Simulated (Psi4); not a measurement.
lead atom (Pb), triplet (core potentials on Pb); BLYP/def2-TZVPD (Psi4).

Here is a job for Psi4.
```
memory 2 GB

molecule mol {
0 3
Pb    0.000000    0.000000    0.000000
}

set {
  basis def2-tzvpd
  reference uks
}

energy('blyp')
print_variables()
```

Predict the main parts of the log of this Psi4 run.


```
   => Loading Basis Set <=

    Name: DEF2-TZVPD
    Role: ORBITAL
    Keyword: BASIS

    !!!  WARNING: ECP capability is in beta. Please check occupations closely.  !!!

         ---------------------------------------------------------
                                   SCF
               by Justin Turney, Rob Parrish, Andy Simmonett
                          and Daniel G. A. Smith
                              UKS Reference
         ---------------------------------------------------------

  ==> Geometry <==

    Molecular point group: d2h
    Geometry (in Angstrom), charge = 0, multiplicity = 3:

       Center              X                  Y                   Z               Mass
    ------------   -----------------  -----------------  -----------------  -----------------
         PB           0.000000000000     0.000000000000     0.000000000000   207.976652500000

  Running in d2h symmetry.

  Rotational constants: A = ************  B = ************  C = ************ [cm^-1]
  Rotational constants: A = ************  B = ************  C = ************ [MHz]
  Nuclear repulsion =    0.000000000000000

  Charge       = 0
  Multiplicity = 3
  Electrons    = 22
  Nalpha       = 12
  Nbeta        = 10

  ==> Algorithm <==

  SCF Algorithm Type is DF.
  DIIS enabled.
  MOM disabled.
  Fractional occupation disabled.
  Guess Type is CORE.
  Energy threshold   = 1.00e-06
  Density threshold  = 1.00e-06
  Integral threshold = 1.00e-12

  ==> Primary Basis <==

  Basis Set: DEF2-TZVPD
    Blend: DEF2-TZVPD
    Number of shells: 18
    Number of basis functions: 56
    Number of Cartesian functions: 66
    Spherical Harmonics?: true
    Max angular momentum: 3

  Core potential: DEF2-TZVPD
    Number of shells: 4
    Number of ECP primitives: 18
    Number of ECP core electrons: 60
    Max angular momentum: 3

  ==> DFT Potential <==

   => LibXC <=

    Version 7.1.2
    S. Lehtola, C. Steigemann, M. J. T. Oliveira, and M. A. L. Marques,  SoftwareX 7, 1–5 (2018) (10.1016/j.softx.2017.11.002)

   => Composite Functional: BLYP <=

    BLYP GGA Exchange-Correlation Functional

    P.J. Stephens et. al., J. Phys. Chem., 98, 11623-11627, 1994
    B. Miehlich et. al., Chem. Phys. Lett., 157(3), 200-206 1989

    Deriv               =              1
    GGA                 =           TRUE
    Meta                =          FALSE

    Exchange Hybrid     =          FALSE
    MP2 Hybrid          =          FALSE

   => Exchange Functionals <=

[...]
    Occupation by irrep:
             Ag   B1g   B2g   B3g    Au   B1u   B2u   B3u
    DOCC [     4,    1,    1,    1,    0,    1,    1,    1 ]
    SOCC [     0,    0,    0,    0,    0,    1,    0,    1 ]
    NA   [     4,    1,    1,    1,    0,    2,    1,    2 ]
    NB   [     4,    1,    1,    1,    0,    1,    1,    1 ]

   @DF-UKS iter  97:  -192.81157517880919    1.25909e-05   2.29736e-03 DIIS/ADIIS
   @DF-UKS iter  98:  -192.81132611701486    2.49062e-04   2.46824e-03 DIIS/ADIIS
   @DF-UKS iter  99:  -192.81136789524206   -4.17782e-05   2.44396e-03 DIIS/ADIIS
    Occupation by irrep:
             Ag   B1g   B2g   B3g    Au   B1u   B2u   B3u
    DOCC [     4,    1,    1,    1,    0,    1,    1,    1 ]
    SOCC [     0,    0,    0,    0,    0,    0,    1,    1 ]
    NA   [     4,    1,    1,    1,    0,    1,    2,    2 ]
    NB   [     4,    1,    1,    1,    0,    1,    1,    1 ]

   @DF-UKS iter 100:  -192.81118589192457    1.82003e-04   2.56217e-03 DIIS/ADIIS

PsiException: Could not converge SCF iterations in 100 iterations.

  Failed to converge.

Traceback (most recent call last):
  File "psi4", line 375, in <module>
  File "<string>", line 22, in <module>
  File "site-packages/psi4/driver/driver.py", line 533, in energy
  File "site-packages/psi4/driver/procrouting/proc.py", line 2760, in run_scf
  File "site-packages/psi4/driver/procrouting/proc.py", line 2047, in scf_helper
  File "site-packages/psi4/driver/procrouting/scf_proc/scf_iterator.py", line 93, in scf_compute_energy
  File "site-packages/psi4/driver/procrouting/scf_proc/scf_iterator.py", line 86, in scf_compute_energy
  File "site-packages/psi4/driver/procrouting/scf_proc/scf_iterator.py", line 609, in scf_iterate

psi4.driver.p4util.exceptions.SCFConvergenceError: Could not converge SCF iterations in 100 iterations.

Printing out the relevant lines from the Psithon --> Python processed input file:
    Pb    0.000000    0.000000    0.000000
    ""","mol")
    core.IO.set_default_namespace("mol")
    core.set_global_option("BASIS", "def2-tzvpd")
    core.set_global_option("REFERENCE", "uks")
--> energy('blyp')
    print_variables()

!-------------------------------------------------------!
!                                                       !
!  Could not converge SCF iterations in 100 iterations. !
!                                                       !
!-------------------------------------------------------!
```

The run did not converge; its last values are not results.
